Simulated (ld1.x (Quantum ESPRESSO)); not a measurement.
Varying the TM potential for Hf

Base potential:

- Element: hafnium
- Generator: ld1.x (Quantum ESPRESSO) 7.5
- Type: norm-conserving Troullier–Martins (Kleinman–Bylander form)
- Functional: PBE
- Relativity: fully relativistic
- Frozen core: [Xe] 4f14
- Valence charge: 4
- Reference configuration: 5d2 6s2 6p0
- Partial waves: 6s (bound): rc 3.15 bohr; 5d (bound): rc 2.75 bohr; 6p (bound, empty): rc 3.65 bohr
- Local potential: the p channel
- Core correction: none

Open shells are filled in proportion to 2j + 1 (rel_dist='average').

All-electron outer shells of the reference configuration (PBE, scalar-relativistic, ld1.x):

```
shell  level (eV)  outermost node (bohr)  outermost maximum (bohr)
   5p      -35.57                   0.60                      1.16
   4f      -16.83                      –                      0.45
   6s       -5.11                   1.37                      2.89
   5d       -2.69                   0.67                      1.69
   6p       -1.40                   1.66                      4.05
```

Cutoffs, loose and tight: the cutoffs (Ry, on a coarse ladder) from which the occupation-weighted sum of valence levels, in a spherical-Bessel basis at the reference potential, stays within 10 and 1 mRy of its value at 400 Ry. They do not see the model core or the augmentation charge, which bear on the density cutoff. Test errors are all-electron minus pseudo excitation energies from the reference, over the configurations 5d2 6s1 6p0; 5d2 6s0 6p0; 5d1 6s0 6p0; 5d2.5 6s1.5 6p0; 5d2 6s0 6p1; 5d2 6s1.5 6p0; 5d3 6s0 6p0. A dash means not determined; rows that change the core or the reference have their own tests.

A true bound ghost makes a file unfit for plane-wave use even where its test errors are small: the radial tests pick states by their node count and pass the ghost by.

Cutoffs are not given where the Bessel-basis levels miss the radial ones by over 6 mRy, ghosts where they miss by over 20 mRy; a channel whose overlap is not positive is not tested.

```tsv
change	outcome	cutoff, loose	cutoff, tight	bound ghosts	largest test error (meV)
base	generated	18 Ry	25 Ry	none	+219
wave 6s (bound): rc 3.15 bohr becomes 6s (bound): rc 3.34 bohr	generated	18 Ry	25 Ry	none	+196
wave 6p (bound): rc 3.65 bohr becomes 6p (bound): rc 4.78 bohr	generated	18 Ry	25 Ry	none	+209
core correction a·sin(br)/r model core inside 1.28 bohr	generated	18 Ry	25 Ry	none	-351
type PAW; waves now 6s (bound): rcut 2.75, rcutus 3.15 bohr; 6s channel at 3.5 Ry: rcut 2.75, rcutus 3.15 bohr; 6p (bound): rcut 3.15, rcutus 3.65 bohr; 6p channel at 2.1 Ry: rcut 3.15, rcutus 3.65 bohr; 5d (bound): rcut 2.40, rcutus 2.75 bohr; 5d channel at 0.15 Ry: rcut 2.40, rcutus 2.75 bohr; local potential all-electron potential smoothed inside 2.30 bohr (lloc = -1); core correction a·sin(br)/r model core, default radius (ld1.x builds one for every PAW set, though the input has nlcc=.false.); augmentation BESSEL, radius 1.70 bohr	generated	–	–	not determined	-339
scalar-relativistic	generated	18 Ry	25 Ry	none	+213
```

(1) What comes out with this change to the base: all radii scaled by about 0.92 (s 2.90, p 3.36, d 2.54 bohr)?

(2) What comes out with this change to the base: core [Kr] 4d10 4f14 5s2, valence charge 10; reference 5p6 5d2 6s2 6p0; waves now 6s (bound): rc 3.15 bohr; 5p (bound): rc 1.50 bohr; 5d (bound): rc 1.65 bohr; local potential all-electron potential smoothed inside 2.30 bohr (lloc = -1); core correction Bessel-smoothed model core, default radius (core density twice the valence density)?

## Answers

(1) outcome: generated; cutoff, loose: 21 Ry; cutoff, tight: 30 Ry; bound ghosts: none; largest test error (meV): +231.

(2) outcome: generated; cutoff, loose: 70 Ry; cutoff, tight: 100 Ry; bound ghosts: s; largest test error (meV): -50.
